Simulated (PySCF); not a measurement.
Question: Give a PBE/def2-SV(P) geometry of `CC(=O)c1cc[nH]c1`.

Answer: 
```
atom  x, y, z in Å
C1     2.5605   -0.5531    0.0967
C2     1.5219    0.5593    0.0094
O3     1.8522    1.7363   -0.1220
C4     0.0985    0.1612    0.0909
C5    -0.4857   -1.1440    0.2482
C6    -1.8619   -0.9806    0.2702
N7    -2.1270    0.3714    0.1325
C8    -0.9613    1.0742    0.0229
H9     2.4687   -1.1060    1.0590
H10    2.4168   -1.2966   -0.7198
H11    3.5746   -0.1119    0.0201
H12    0.0476   -2.0990    0.3362
H13   -2.6757   -1.7093    0.3724
H14   -3.0614    0.7829    0.1138
H15   -0.9317    2.1636   -0.0957
```

Orientation and origin are arbitrary. Atoms count from 1 in this order. N7 (pyrrole-type nitrogen) is planar (angles 124.9°, 124.8° and 110.3°, sum 360.0°, 0.00 Å off the plane of its three neighbours). The 8 heavy atoms lie in one plane (0.002 Å rms). The 5 C–C bonds span 1.386 Å (C5–C6, aromatic) to 1.524 Å (C1–C2, drawn single), a spread of 0.138 Å. Of the pairs four or more bonds apart, C1···H12 is among the closest relative to their van der Waals radii: 2.96 Å, 102 % of the sum of Bondi's values.

Bonds between heavy atoms (Å): C1–C2 1.524, C2=O3 1.230, C2–C4 1.480, C4–C5 1.439, C5–C6 1.386, C6–N7 1.385, N7–C8 1.366, C4–C8 1.401.

Computed with PBE/def2-SV(P) geometry optimisation, gas phase in PySCF 2.14.0.

Point group: Cs (tolerance 0.08 Å). Not checked by PBE/def2-SV(P) frequencies. One conformer, not necessarily the lowest (C1–C2–C4–C5 0°).
